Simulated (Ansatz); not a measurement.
H₅PSSn (`[PH2][SnH2][SH]`), relaxed with RKS PBE-D4/def2-SVP in the Gaussian-basis code of Ansatz from a rough embedded geometry. The force threshold is 0.03 eV/Å; the program also tests the step.

The species carries charge 0 and has multiplicity 1. Sn takes the def2 core potential.

Start:

```xyz
8

P     1.364   -0.756   -1.285
Sn   -0.364    0.351    0.014
S     0.586    1.007    2.131
H     1.317   -1.940   -0.502
H     0.438   -1.338   -2.281
H    -1.720   -0.740    0.272
H    -0.940    1.785   -0.867
H    -0.681    1.631    2.517
```

| step | energy (eV) | largest force (eV/Å) | largest move (Å) |
| --- | --- | --- | --- |
| 1 | -26021.5950 | 1.432 | 0.000 |
| 2 | -26021.7687 | 0.535 | 0.195 |
| 3 | -26021.8258 | 0.217 | 0.083 |
| 4 | -26021.8310 | 0.074 | 0.045 |
| 5 | -26021.8333 | 0.019 | 0.032 |
| 6 | -26021.8338 | 0.040 | 0.023 |
| 7 | -26021.8346 | 0.008 | 0.040 |
| 8 (rejected) | -26021.8329 | 0.273 | 0.098 |
| 9 | -26021.8352 | 0.035 | 0.042 |
| 10 (rejected) | -26021.8343 | 0.218 | 0.062 |
| 11 (rejected) | -26021.8342 | 0.050 | 0.031 |
| 12 | -26021.8355 | 0.020 | 0.016 |
| 13 | -26021.8359 | 0.083 | 0.049 |
| 14 | -26021.8360 | 0.064 | 0.012 |
| 15 (rejected) | -26021.8360 | 0.033 | 0.013 |
| 16 | -26021.8362 | 0.015 | 0.006 |

End:

```xyz
8

P     1.450   -0.798   -1.248
Sn   -0.450    0.377   -0.038
S     0.595    1.161    2.038
H     1.244   -2.004   -0.484
H     0.552   -1.242   -2.289
H    -1.792   -0.645    0.370
H    -0.995    1.725   -0.982
H    -0.603    1.426    2.633
```

Hardware: 2 threads of an AMD EPYC 7B13 on a shared host. Wall time 18 s, peak host memory 0.15 GiB.
